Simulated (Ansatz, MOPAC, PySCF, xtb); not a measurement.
Noncovalent pair: SiH4 (SMILES [SiH4]) (first 5 atoms) with C2H3N (SMILES CC#N); geometry from B3LYP-D3(BJ)/def2-TZVP, rigid monomers moved along the line of their centres of mass till Si1···C7 is 3.22 Å.
(charge 0, multiplicity 1):
```xyz
11

Si     0.183     0.138     0.108
H     -0.215     0.167    -1.319
H     -0.237    -1.156     0.693
H     -0.514     1.235     0.819
H      1.645     0.303     0.225
C     -1.382    -0.083     3.455
C      0.063    -0.002     3.321
N      1.205     0.061     3.203
H     -1.820     0.913     3.384
H     -1.793    -0.704     2.659
H     -1.649    -0.519     4.417
```

Interaction energies are E(AB) − E(A) − E(B) at the monomers' geometry in the complex; basis-set methods are counterpoise corrected.

The state that PM3 reach isn't checked.

The values were computed with Ansatz (a program for electronic structure) with Gaussian orbitals; MOPAC for PM3 (differences of heats of formation); PySCF for the dispersion terms; xtb for the GFN methods. Values without a source in brackets are computed.

### Question
One of these levels gives -16.1 kJ/mol for the interaction energy. Which one is it?
A. PBE-D4/def2-TZVPPD
B. PM3
C. GFN1-xTB
D. GFN2-xTB

### Answer
C, GFN1-xTB. The others give 11.0 (PM3), -0.8 (GFN2-xTB), -4.3 (PBE-D4/def2-TZVPPD)
